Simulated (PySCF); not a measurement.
## Correlation energy of P³⁺ (phosphorus, charge +3)

[Ne] 3s2, closed-shell 1S. All numbers are calculated (PySCF 2.14, the non-relativistic Hamiltonian (point nucleus), in aug-cc-pwCVTZ (8s7p5d3f, 75 functions)). Frozen: 1s2; 10 electrons correlated.

```csv
level,correlation energy (mhartree)
CCSD,-308.08
(T),-2.90
CCSD(T),-310.98
```

Diagnostics: T1 = 0.0040, D1 = 0.0120, largest double amplitude 0.105.

Cost of the coupled-cluster step: of the order of 6 core-seconds, for 10 correlated electrons.

Iterations:

```
CC2 = 0
CCSD nocc = 5, nmo = 74
frozen orbitals [0]
max_cycle = 100
direct = 0
conv_tol = 1e-08
conv_tol_normt = 1e-06
diis_space = 8
diis_start_cycle = 0
Init t2, MP2 energy = -338.856229996276  E_corr(MP2) -0.295164770276049
Init E_corr(CCSD) = -0.295164770277009
cycle = 1  E_corr(CCSD) = -0.303340884712487  dE = -0.00817611444  norm(t1,t2) = 0.0369801
cycle = 2  E_corr(CCSD) = -0.306404496420663  dE = -0.00306361171  norm(t1,t2) = 0.0152414
cycle = 3  E_corr(CCSD) = -0.308098874492494  dE = -0.00169437807  norm(t1,t2) = 0.0066452
cycle = 4  E_corr(CCSD) = -0.308084371126253  dE = 1.45033662e-05  norm(t1,t2) = 0.000341822
cycle = 5  E_corr(CCSD) = -0.308077791090775  dE = 6.58003548e-06  norm(t1,t2) = 2.25571e-05
cycle = 6  E_corr(CCSD) = -0.30807889635006  dE = -1.10525929e-06  norm(t1,t2) = 3.19482e-06
cycle = 7  E_corr(CCSD) = -0.308078808678927  dE = 8.76711329e-08  norm(t1,t2) = 4.13766e-07
cycle = 8  E_corr(CCSD) = -0.308078793319114  dE = 1.5359813e-08  norm(t1,t2) = 6.41873e-08
cycle = 9  E_corr(CCSD) = -0.308078793952928  dE = -6.33813557e-10  norm(t1,t2) = 8.16806e-09
CCSD converged
E(CCSD) = -338.8691440199527  E_corr = -0.3080787939529278
CCSD(T) correction = -0.00290242883319901
```
